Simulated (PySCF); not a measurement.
Simulation results for BGeH3O, CH4BGe, CH3ClGe

Computed with PySCF 2.14.0. Calculation on a computer-drawn molecule: optimised geometry and harmonic frequencies of an isolated molecule of the commonest isotopes, restricted reference for singlets and unrestricted otherwise, frozen core in MP2; on germanium a core potential holds 10 electrons, which the energies leave out, and 3d is frozen in MP2 and coupled-cluster steps.

Common to all runs: charge 0; basis and core potential on germanium cc-pVDZ-PP ECP10MDF.

```yaml
- entry: 1
  formula: BGeH3O
  start_structure:
    atoms_angstrom:
      - [B, -0.2617, -0.8936, 0.7872]
      - [Ge, -1.3147, -2.0442, -0.6845]
      - [O, -2.1044, -2.9929, 0.6426]
      - [H, 0.7084, -1.3487, 1.2651]
      - [H, -0.7503, 0.0126, 1.3623]
      - [H, -1.9389, -2.7457, 1.5904]
  given:
    multiplicity: 1
    method: HF
    basis: cc-pVDZ
    drawn_bonds_atom: [1, 2, 1, 1, 3]
    drawn_bonds_other_atom: [2, 3, 4, 5, 6]
    drawn_bonds_order: [1, 1, 1, 1, 1]
  results:
    optimised_atom_element: [B, Ge, O, H, H, H]
    "optimised_atom_x [angstrom]": [-0.2232, -1.331, -2.233, 0.8732, -0.646, -2.101]
    "optimised_atom_y [angstrom]": [-0.8761, -2.048, -3.082, -1.204, 0.1674, -2.969]
    "optimised_atom_z [angstrom]": [0.8619, -0.5574, 0.6011, 1.237, 1.289, 1.531]
    "modes_frequency [cm^-1]": [163.0, 178.5, 404.3, 488.2, 544.6, 704.6, 849.8, 929.2, 1233, 2642, 2718, 4158]
    "modes_reduced_mass [dalton]": [3.418, 1.04, 1.108, 4.501, 1.2, 12.05, 1.224, 1.271, 1.143, 1.054, 1.122, 1.068]
    "rotational_constants [GHz]": [12.46, 7.003, 4.658]
    "total_energy [hartree]": -394.6361
    "convergence_status_largest_gradient_component [hartree/bohr]": 3.571e-05
- entry: 2
  formula: BGeH3O
  start_structure:
    atoms_angstrom:
      - [B, -0.2232, -0.8761, 0.8619]
      - [Ge, -1.3312, -2.0483, -0.5574]
      - [O, -2.233, -3.0825, 0.6011]
      - [H, 0.8732, -1.2038, 1.2373]
      - [H, -0.646, 0.1674, 1.2894]
      - [H, -2.1013, -2.9692, 1.5308]
  given:
    multiplicity: 1
    method: MP2
    basis: cc-pVDZ
    drawn_bonds_atom: [1, 2, 1, 1, 3]
    drawn_bonds_other_atom: [2, 3, 4, 5, 6]
    drawn_bonds_order: [1, 1, 1, 1, 1]
  results:
    optimised_atom_element: [B, Ge, O, H, H, H]
    "optimised_atom_x [angstrom]": [-0.2435, -1.331, -2.235, 0.8476, -0.6743, -2.026]
    "optimised_atom_y [angstrom]": [-0.897, -2.045, -3.086, -1.238, 0.1415, -2.889]
    "optimised_atom_z [angstrom]": [0.8526, -0.596, 0.6097, 1.255, 1.305, 1.536]
    "modes_frequency [cm^-1]": [113.7, 164.0, 385.7, 478.0, 553.4, 673.0, 801.5, 898.0, 1177, 2591, 2675, 3828]
    "modes_reduced_mass [dalton]": [3.353, 1.037, 1.111, 4.466, 1.191, 14.97, 1.256, 1.218, 1.144, 1.054, 1.122, 1.068]
    "rotational_constants [GHz]": [11.74, 7.161, 4.621]
    "total_energy [hartree]": -394.9828
    "convergence_status_largest_gradient_component [hartree/bohr]": 9.149e-06
- entry: 3
  formula: CH4BGe
  start_structure:
    atoms_angstrom:
      - [B, -0.5875, -0.9584, -0.7549]
      - [C, -1.1902, 0.0218, -0.1048]
      - [Ge, -0.9056, 0.1164, 1.8917]
      - [H, 0.027, -1.8361, -1.2491]
      - [H, -1.8313, 0.9222, -0.3766]
      - [H, -0.3508, -1.4306, 2.2382]
      - [H, -2.3649, -0.0723, 2.4615]
  given:
    multiplicity: 2
    method: HF
    basis: cc-pVDZ
    drawn_bonds_atom: [1, 2, 1, 2, 3, 3]
    drawn_bonds_other_atom: [2, 3, 4, 5, 6, 7]
    drawn_bonds_order: [1, 2, 1, 1, 1, 1]
  results:
    optimised_atom_element: [B, C, Ge, H, H, H, H]
    "optimised_atom_x [angstrom]": [-0.5621, -1.193, -1.02, -0.0006467, -1.754, -0.2825, -2.392]
    "optimised_atom_y [angstrom]": [-0.9453, 0.04686, -0.05406, -1.822, 0.8808, -1.346, 0.002749]
    "optimised_atom_z [angstrom]": [-0.7773, -0.05367, 1.874, -1.324, -0.4563, 2.272, 2.571]
    "modes_frequency [cm^-1]": [135.9, 229.5, 546.3, 587.4, 633.2, 700.4, 735.7, 865.2, 920.7, 1027, 1513, 2156, 2171, 2938, 3363]
    "modes_reduced_mass [dalton]": [2.067, 1.503, 1.118, 3.504, 1.189, 1.349, 1.159, 1.365, 1.042, 1.212, 5.641, 1.016, 1.024, 1.13, 1.093]
    "rotational_constants [GHz]": [35.06, 4.458, 4.034]
    "total_energy [hartree]": -358.1667
    spin_squared: 0.7829
    "convergence_status_largest_gradient_component [hartree/bohr]": 1.511e-05
- entry: 4
  formula: CH3ClGe
  start_structure:
    atoms_angstrom:
      - [C, 0.1513, -0.4272, -0.6944]
      - [Ge, -1.4343, -0.8924, 0.1594]
      - [Cl, -1.6559, -0.4828, 2.2106]
      - [H, 0.6056, 0.5768, -0.4085]
      - [H, 0.1775, -0.5, -1.7733]
      - [H, -2.0997, -2.2265, -0.1364]
  given:
    multiplicity: 1
    method: HF
    basis: "cc-pV(D+d)Z"
    drawn_bonds_atom: [1, 2, 1, 1, 2]
    drawn_bonds_other_atom: [2, 3, 4, 5, 6]
    drawn_bonds_order: [2, 1, 1, 1, 1]
  results:
    optimised_atom_element: [C, Ge, Cl, H, H, H]
    "optimised_atom_x [angstrom]": [0.00938, -1.238, -1.665, 0.6024, 0.2012, -2.165]
    "optimised_atom_y [angstrom]": [-0.2602, -1.043, -0.4371, 0.5491, -0.5875, -2.174]
    "optimised_atom_z [angstrom]": [-0.7503, 0.1903, 2.208, -0.3483, -1.764, -0.178]
    "modes_frequency [cm^-1]": [190.8, 295.9, 440.3, 626.0, 716.5, 786.8, 876.2, 930.3, 1475, 2332, 3318, 3436]
    "modes_reduced_mass [dalton]": [3.611, 1.289, 32.92, 1.047, 1.096, 1.121, 1.248, 3.598, 1.177, 1.021, 1.053, 1.118]
    "rotational_constants [GHz]": [19.26, 3.305, 2.821]
    "total_energy [hartree]": -792.4705
    "convergence_status_largest_gradient_component [hartree/bohr]": 1.032e-05
- entry: 5
  formula: CH3ClGe
  start_structure:
    atoms_angstrom:
      - [C, 0.0094, -0.2602, -0.7503]
      - [Ge, -1.2381, -1.0426, 0.1903]
      - [Cl, -1.6651, -0.4371, 2.2077]
      - [H, 0.6024, 0.5491, -0.3483]
      - [H, 0.2012, -0.5875, -1.7639]
      - [H, -2.1652, -2.1739, -0.178]
  given:
    multiplicity: 1
    method: MP2
    basis: "cc-pV(D+d)Z"
    drawn_bonds_atom: [1, 2, 1, 1, 2]
    drawn_bonds_other_atom: [2, 3, 4, 5, 6]
    drawn_bonds_order: [2, 1, 1, 1, 1]
  results:
    optimised_atom_element: [C, Ge, Cl, H, H, H]
    "optimised_atom_x [angstrom]": [0.0207, -1.248, -1.672, 0.6174, 0.2007, -2.174]
    "optimised_atom_y [angstrom]": [-0.2525, -1.046, -0.4364, 0.5657, -0.597, -2.186]
    "optimised_atom_z [angstrom]": [-0.7577, 0.2038, 2.223, -0.3456, -1.781, -0.1852]
    "modes_frequency [cm^-1]": [173.3, 224.0, 438.0, 558.5, 658.9, 687.9, 815.6, 851.6, 1357, 2257, 3197, 3328]
    "modes_reduced_mass [dalton]": [3.579, 1.318, 31.71, 1.067, 1.11, 1.078, 1.309, 3.151, 1.172, 1.021, 1.051, 1.119]
    "rotational_constants [GHz]": [18.8, 3.273, 2.788]
    "total_energy [hartree]": -792.8408
    "convergence_status_largest_gradient_component [hartree/bohr]": 2.668e-05
```
